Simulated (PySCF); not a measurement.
C₄H₁₀O₂, singlet, at a GFN2-xTB geometry; MP2/6-31G* run with PySCF.

PySCF was given this input:
```python
from pyscf import gto, scf, mp

mol = gto.M(
    atom='''
C     2.54950472    0.54334797   -0.24605806
O     1.38345909   -0.09997987    0.19559518
C     0.23988357    0.24045846   -0.55972664
C    -0.95499430   -0.50342354    0.04806535
C    -2.24478646   -0.19004403   -0.69843881
O    -1.11983341   -0.13106068    1.39642165
H     2.45241018    1.63403526   -0.17660422
H     3.35582024    0.20771282    0.40294336
H     2.78045923    0.27681584   -1.28466438
H     0.06530137    1.32623464   -0.51216537
H     0.37389487   -0.04723821   -1.61269568
H    -0.74305430   -1.58420892   -0.01046806
H    -2.44188471    0.87797047   -0.66031259
H    -2.17127461   -0.50778994   -1.73444189
H    -3.06987896   -0.70923108   -0.22025609
H    -0.24844409   -0.16800953    1.80947925
''',
    basis='6-31g*',
    verbose=4,
)

mf = scf.RHF(mol)
mf.kernel()

pt = mp.MP2(mf, frozen=6)
pt.kernel()
print('E(MP2) = %.10f' % pt.e_tot)
```

### Question
Write the output that PySCF gives for this input, abridged.

### Answer

```
PySCF version 2.14.0

[INPUT] verbose = 4
[INPUT] num. atoms = 16
[INPUT] num. electrons = 50
[INPUT] charge = 0
[INPUT] spin (= nelec alpha-beta = 2S) = 0
[INPUT] symmetry False subgroup None
[INPUT] Mole.unit = angstrom
[INPUT] Symbol           X                Y                Z      unit          X                Y                Z       unit  Magmom
[...]
nuclear repulsion = 261.36495692788
number of shells = 56
number of NR pGTOs = 202
number of NR cGTOs = 104
basis = 6-31g*
ecp = {}

******** <class 'pyscf.scf.hf.RHF'> ********
method = RHF
initial guess = minao
damping factor = 0
level_shift factor = 0
DIIS = <class 'pyscf.scf.diis.CDIIS'>
diis_start_cycle = 1
diis_space = 8
diis_damp = 0
SCF conv_tol = 1e-09
SCF conv_tol_grad = None
SCF max_cycles = 50
direct_scf = True
direct_scf_tol = 1e-13
Set gradient conv threshold to 3.16228e-05
Initial guess from minao.
init E= -307.907940817123
[...]
cycle= 1 E= -306.871003643419  delta_E= 1.04  |g|= 0.701  |ddm|= 3.28
[...]
cycle= 2 E= -306.963081731861  delta_E= -0.0921  |g|= 0.376  |ddm|= 0.691
[...]
cycle= 3 E= -306.98981987877  delta_E= -0.0267  |g|= 0.068  |ddm|= 0.298
[...]
cycle= 4 E= -306.99111883304  delta_E= -0.0013  |g|= 0.0119  |ddm|= 0.0687
[...]
cycle= 5 E= -306.99116413083  delta_E= -4.53e-05  |g|= 0.00303  |ddm|= 0.0188
[...]
cycle= 6 E= -306.991167672427  delta_E= -3.54e-06  |g|= 0.000957  |ddm|= 0.00499
[...]
cycle= 7 E= -306.991168046773  delta_E= -3.74e-07  |g|= 0.000362  |ddm|= 0.0018
[...]
cycle= 8 E= -306.991168091614  delta_E= -4.48e-08  |g|= 8.54e-05  |ddm|= 0.000545
[...]
cycle= 9 E= -306.991168094967  delta_E= -3.35e-09  |g|= 1.28e-05  |ddm|= 0.000167
[...]
cycle= 10 E= -306.991168095046  delta_E= -7.91e-11  |g|= 4.08e-06  |ddm|= 2.42e-05
[...]
Extra cycle  E= -306.991168095054  delta_E= -8.07e-12  |g|= 1.84e-06  |ddm|= 6.09e-06
converged SCF energy = -306.991168095054

******** <class 'pyscf.mp.mp2.RMP2'> ********
nocc = 19, nmo = 98
frozen orbitals 6
E(RMP2) = -307.861105256441  E_corr = -0.869937161386856
E(SCS-RMP2) = -307.846125751762  E_corr = -0.854957656707406
E_corr(same-spin) = -0.218038773411717
E_corr(oppo-spin) = -0.651898387975139
E(MP2) = -307.8611052564
```
